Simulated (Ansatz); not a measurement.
```yaml
crystal:
  periodic: [false, false, false]
  atoms:
    - {symbol: F, position_ang: [-0.770744, 0.081484, -1.636813]}
    - {symbol: Nb, position_ang: [0.082091, 0.020232, -0.033657]}
    - {symbol: Cl, position_ang: [-2.187620, -0.792022, 0.675850]}
    - {symbol: Cl, position_ang: [0.904810, -1.909418, 0.582642]}
    - {symbol: Cl, position_ang: [2.002255, 0.672608, -1.128064]}
    - {symbol: Cl, position_ang: [-0.056063, 1.602368, 1.385725]}
basis:
  gaussian: {orbitals: def2-SVPD}
total_charge: -1
magnetization: {spin_polarized: true, initial_magnetization: 1}
hamiltonian: {xc: {name: rPW86-PBE}, dispersion: d3bj}
relax: {f_tol: 0.0001, max_steps: 3}
```

```sh
$ ansatz run in.yaml --threads 4 --pin off --events-out ev --progress --plain --max-ram 11315MiB
```

Shortened log:

```
Functional definition: rPW86-PBE
1566 factors; their error is unknown
mean field evaluation 1: about -54398.6468 eV, gradient 1.5e1 eV
mean field evaluation 2: about -54389.4645 eV, gradient 4.8e1 eV
mean field evaluation 4: about -54399.6490 eV, gradient 3.4e0 eV
mean field evaluation 8: about -54399.7107 eV, gradient 1.3e-1 eV
mean field evaluation 16: about -54399.6623 eV, gradient 7.2e-4 eV
mean field -54399.66233183 eV, -1999.1507172794 hartree, gradient 1.4e-5 eV, S^2 0.751947; 3 other end points of the search recorded, 0 dependent functions left out
reference -54399.66244895 eV, -1999.1507215834 hartree; 46, 45 occupied and 119, 120 virtual orbitals, 1566 factors
relax step   1: F+E_penalty+E_count = -54399.95397248 eV  Δ(F+E_penalty+E_count) = +0.000e0 eV  max|allowed force component| = 3.780e0 eV/Å  Δτ_max = 0.0000 Å  (81 SCF iters, accepted)
1566 factors; their error is unknown
mean field -54400.83540760 eV, -1999.1938270185 hartree, gradient 1.5e-5 eV, S^2 0.753107; 0 other end points of the search recorded, 0 dependent functions left out
reference -54400.83552975 eV, -1999.1938315076 hartree; 46, 45 occupied and 119, 120 virtual orbitals, 1566 factors
relax step   2: F+E_penalty+E_count = -54401.10821831 eV  Δ(F+E_penalty+E_count) = -1.154e0 eV  max|allowed force component| = 5.321e-1 eV/Å  Δτ_max = 0.1947 Å  (49 SCF iters, accepted)
1566 factors; their error is unknown
mean field -54400.85657455 eV, -1999.1946048896 hartree, gradient 2.2e-5 eV, S^2 0.753065; 0 other end points of the search recorded, 0 dependent functions left out
reference -54400.85669649 eV, -1999.1946093711 hartree; 46, 45 occupied and 119, 120 virtual orbitals, 1566 factors
relax step   3: F+E_penalty+E_count = -54401.13241551 eV  Δ(F+E_penalty+E_count) = -2.420e-2 eV  max|allowed force component| = 2.292e-1 eV/Å  Δτ_max = 0.1309 Å  (46 SCF iters, accepted)
Error: geometry relaxation did not converge after 3 steps: max|allowed force component| = 2.29e-1 eV/Å (threshold 1.0e-4). Raise `relax.max_steps` over both its present limit and 3, loosen `relax.f_tol`, or start from a geometry closer to equilibrium. Where this run's directory can be resumed (`checkpoint.write`), a resume goes on for up to `relax.max_steps` more
```

What is wrong with this run?

The relaxation is allowed too few steps for its threshold. No converged result was reached.
